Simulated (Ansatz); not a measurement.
A nudged elastic band was laid between two geometries of BFH3NO + FH (9 atoms, charge 0, multiplicity 1).

The calculation used RHF/def2-SVP (Ansatz).

```yaml
movable_images: 7
climbing_image: yes
spring: 5.0 eV/Å²
optimiser: quadratic models (default)
start_path: through a guess of the saddle point
force_threshold: 0.05 eV/Å
iteration_limit: 60
end_points: relaxed
```

Image 0:

```xyz
9
Properties=species:S:1:pos:R:3
B -0.426 0.093 -0.300
O -0.505 0.540 0.987
H -1.254 0.257 1.486
F 0.627 0.498 -0.988
N -1.370 -0.742 -0.910
H -2.192 -1.093 -0.468
H -1.260 -1.037 -1.858
F 1.137 2.167 2.470
H 0.655 1.640 1.906
```

Image 8:

```xyz
9
Properties=species:S:1:pos:R:3
B -0.247 0.462 -0.505
O -0.459 0.399 2.299
H -0.538 1.341 2.258
F 0.986 0.072 -0.228
N -1.172 -0.406 -1.070
H -0.983 -1.379 -1.189
H -2.115 -0.135 -1.246
F -0.531 1.739 -0.305
H 0.472 0.230 2.309
```

Problem. What changes between the two ends?

Solution. Bonds broken: B1–O2, F8–H9. Bonds formed: B1–F8, O2–H9. BFH3NO + FH becomes BF2H2N + H2O.

Problem. What energy profile does the band end with?

Solution. The run converged. The highest image is number 3 of 0 to 8, 37.3 kcal/mol above the first end and 42.7 kcal/mol above the last; the last end lies 5.4 kcal/mol below the first. The profile has 2 maxima (images 3, 7) with wells between them (image 5): this band takes more than one step, which may be the mechanism or a detour left from its start path. Neighbouring images differ by up to 1.8 eV, so the band resolves the path poorly. The order of the point at the top wasn't checked. The orbitals stay closed-shell, which can raise the energy where a bond breaks towards radicals; this wasn't checked here.

```
image  path coordinate (Å)  energy (kcal/mol)  B1–O2 (Å)  F8–H9 (Å)  B1–F8 (Å)
    0                 0.00                0.0       1.36       0.91       3.80
    1                 1.36                0.4       1.37       0.91       3.53
    2                 2.72                1.5       1.37       0.91       2.98
    3                 4.08               37.3       1.51       1.17       1.71
    4                 5.57               -3.3       2.61       2.23       1.33
    5                 7.05               -4.7       2.81       2.85       1.32
    6                 8.54                2.5       2.67       3.26       1.32
    7                10.03                3.4       2.71       3.59       1.32
    8                11.52               -5.4       2.81       3.18       1.32
```

Problem. What is the geometry of the highest image?

Solution. 
```xyz
9
Properties=species:S:1:pos:R:3
B -0.067 0.178 0.065
O -0.084 0.067 1.567
H -0.830 -0.390 1.930
F 1.131 -0.037 -0.459
N -1.231 -0.272 -0.626
H -2.125 0.112 -0.395
H -1.138 -0.400 -1.614
F -0.110 1.851 0.438
H -0.134 1.214 1.417
```

The run took 4.8 min on 1 thread of Intel(R) Xeon(R) 6975P-C (Granite Rapids), with other jobs on the host, peak memory 0.18 GiB.
